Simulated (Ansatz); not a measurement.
Molecule: sum formula HSO₃, charge 1, multiplicity 1. It need not be the lowest isomer of its formula. 
Geometry from a B3LYP-D3(BJ)/def2-TZVP (Ansatz, a quantum-chemistry and plane-wave program) optimisation:
SMILES: O=S(=O)=[OH+]
```xyz
5

O     -0.6492    -1.2417    -0.0064
S      0.0694     0.1013     0.0010
O     -0.7450     1.2460    -0.0356
O      1.4597    -0.0583     0.0445
H     -1.6353    -1.1897    -0.0366
```
Charge +1, spin multiplicity 1.

Parts of the frozen-core correlation energy in cc-pwCVTZ (Ansatz, hartree). Frozen orbitals: 8; correlated occupied orbitals by spin: 12 and 12; virtual: 182 and 182. No spin-orbit coupling. No relativistic terms.

| term | value |
|---|---|
| reference (HF) | -622.40530 |
| MP2 opposite-spin | -0.67041 |
| MP2 same-spin | -0.24393 |
| CCSD correlation | -0.89967 |
| (T) | -0.04514 |
| T1 diagnostic | 0.019 |
| largest doubles amplitude | 0.073 |
